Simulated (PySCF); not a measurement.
Sn(H)3(OEt) (C₂H₈OSn), SMILES [SnH3][O]CC.

Coordinates come from a PBE-D3(BJ)/def2-SVP optimisation. The structure was generated by enumeration; whether it is a known compound was not checked. The def2 effective core potentials stand for the cores of Sn; spin–orbit coupling is left out. The values are those of a single conformer.

Two levels are set side by side: PBE/def2-TZVP (PySCF) and ωB97X/def2-TZVP (PySCF). Same geometry, gas phase. Differences are taken from unrounded values.

```json
[
 {"quantity": "orbital gap (eV)", "ωB97X": "11.16"},
 {"quantity": "highest occupied level (eV)", "ωB97X": "-9.83"},
 {"quantity": "lowest empty level (eV)", "ωB97X": "1.33"},
 {"quantity": "dipole moment (D)", "ωB97X": "1.57"},
 {"quantity": "mean polarisability (bohr³)", "ωB97X": "69.4"}
]
```

Question: What does PBE give, and how far is it from ωB97X? (An estimate is asked for; the answer gives what the named calculation found.)

Answer: 
| quantity | PBE | PBE minus ωB97X |
|---|---|---|
| orbital gap (eV) | 4.53 | -6.63 |
| highest occupied level (eV) | -5.86 | 3.97 |
| lowest empty level (eV) | -1.33 | -2.65 |
| dipole moment (D) | 1.32 | -0.25 |
| mean polarisability (bohr³) | 74.0 | 4.6 |

Without exact exchange PBE keeps part of each electron's self-repulsion, which lifts occupied levels and narrows the gap. PBE's more diffuse valence density responds more strongly to a field. Differences between two approximate levels are no errors against the true value.

Rough cost on one machine, each run with all the roots and properties that it gave: ωB97X against PBE within a factor of 2.
